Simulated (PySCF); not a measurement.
Sn(OH)3 (H₃O₃Sn), SMILES [OH][Sn+]([OH])[OH], charge +1. The structure is a stationary point at PBE0-D3(BJ)/def2-SVP. The spin state was assumed, not searched. The isomer is the one that the SMILES or the coordinates give; other isomers of the formula were not compared. The def2 effective core potentials stand for the cores of Sn; spin–orbit coupling is left out. The values are those of a single conformer.

Computed equilibrium geometry at PBE0-D3(BJ)/def2-SVP (PySCF confirms it by a frequency run) as bond lengths and angles, and its point group (one conformer of several):
point group Cs.
Atoms: Sn1 O2 H3 O4 H5 O6 H7. Bonded distances (Å): Sn1–O2 1.917, Sn1–O4 1.910, Sn1–O6 1.924, O2–H3 0.972, O4–H5 0.973, O6–H7 0.972. Angles (°): O2–Sn1–O4 112.6, O2–Sn1–O6 130.1, O4–Sn1–O6 117.3, Sn1–O2–H3 116.9, Sn1–O4–H5 115.2, Sn1–O6–H7 117.5.
Charge +1, spin multiplicity 1.
